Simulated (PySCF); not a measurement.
Si3H8NOF

The system: Si3H8NOF, a small molecule; neutral, singlet. The structure, one conformer, was relaxed in the gas phase by PBE0-D3(BJ)/def2-SVP. No frequency run checks that it is a minimum.

SMILES: F[SiH](N[SiH3])O[SiH3]

```tsv
atom	x (Å)	y (Å)	z (Å)
Si1	-0.903	-0.059	1.089
O2	0.711	0.039	0.822
Si3	2.160	0.847	0.927
N4	-1.566	-0.598	-0.391
Si5	-0.679	-0.714	-1.897
F6	-1.441	1.418	1.491
H7	-1.228	-0.922	2.245
H8	3.153	-0.036	1.601
H9	2.630	1.170	-0.450
H10	1.993	2.105	1.712
H11	-2.549	-0.851	-0.421
H12	-1.673	-1.075	-2.952
H13	-0.029	0.582	-2.258
H14	0.382	-1.764	-1.853
```

Shieldings: GIAO PBE0/pcSseg-1. Shifts are against computed references at the same level: H TMS (σ 31.27 ppm), Si TMS (σ 352.0 ppm). Core levels by delta-SCF with SCAN, pcX-2 on the ionised atom and pcseg-1 elsewhere, spin-free X2C (2p3/2 is the spin-free 2p value less a third of a first-order spin-orbit splitting); from the vacuum level, for chosen atoms.

(1) Give the NMR and core-level values of the distinct atoms.

(2) Which of Si1, Si3 holds its core electrons tightest, and by how much against the loosest?

(3) By CAM-B3LYP/def2-SVPD (TDDFT singlets, Tamm-Dancoff triplets, ionisation by delta-SCF), where does absorption start, and what does vertical ionisation take?

## Answers

(1) 
| atoms | bonded to | σ (ppm) | δ (ppm) | core level (eV) |
| --- | --- | --- | --- | --- |
| Si1 | 1 F + 1 N + 1 O + 1 H | 399.6 | -47.7 | 2p3/2 108.49 |
| O2 | 2 Si | 295.5 | - | 1s 538.25 |
| Si3 | 1 O + 3 H | 388.9 | -36.9 | 2p3/2 107.80 |
| N4 | 2 Si + 1 H | 240.9 | - | 1s 404.56 |
| Si5 | 1 N + 3 H | 406.7 | -54.7 | - |
| F6 | 1 Si | 299.8 | - | 1s 692.14 |
| H7 | 1 Si | 26.58 | 4.68 | - |
| H8 H9 H10 | 1 Si | 26.10 | 5.16 | - |
| H11 | 1 N | 30.82 | 0.45 | - |
| H12 H13 H14 | 1 Si | 26.59 | 4.67 | - |

Values are those of this one static structure, with the three H of a rotating XH3 group averaged; atoms that internal rotation interchanges would show their mean in an NMR spectrum.

(2) Si1 (bonded to 1 F + 1 N + 1 O + 1 H), by 0.68 eV over Si3 (bonded to 1 O + 3 H).

(3) The lowest singlet lies at 6.85 eV (f 0.009), the strongest of the first 6 at 8.00 eV (f 0.030), the lowest triplet at 6.50 eV; vertical ionisation takes 10.12 eV.

The 3 runs behind this took 3.7 min in all, one thread each of Arm Neoverse V1 on a shared host, launched as `OMP_NUM_THREADS=1 python cluster_run.py task.json out`.
